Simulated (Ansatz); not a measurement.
```xyz
6

C     0.166   -0.614   -0.511
Zn   -0.223    0.840    0.702
S    -0.665    2.478    2.069
H     0.964   -0.334   -1.202
H    -0.721   -0.867   -1.097
H     0.479   -1.503    0.039
```

Total charge 0; spin multiplicity 2.

(1) List the ωB97M-V/def2-TZVPP orbital energies in eV (Ansatz 0.2.0). (Best estimate.)

Results:

(1) Ansatz gave: α occupied: -9465.63, -2426.94, -1156.89, -1017.33, -1017.31, -1017.24, -281.04, -220.82, -164.18, -163.80, -163.71, -136.73, -92.11, -92.06, -91.96, -22.07, -21.64, -17.45, -17.39, -17.34, -17.34, -17.24, -13.47, -13.47, -11.86, -10.55, -10.16, -9.63. α empty: 1.09, 1.22, 1.36, 2.91, 4.50, 4.51, 4.54, 6.03. β occupied: -9465.63, -2426.78, -1156.87, -1017.32, -1017.31, -1017.23, -281.04, -220.68, -163.69, -163.68, -163.61, -136.71, -92.08, -92.05, -91.94, -21.85, -20.77, -17.38, -17.35, -17.33, -17.33, -17.16, -13.47, -13.46, -11.69, -9.96, -9.20. β empty: -2.26, 1.11, 1.39, 1.46, 2.89, 4.52, 4.54, 4.57. ⟨S²⟩ = 0.753.
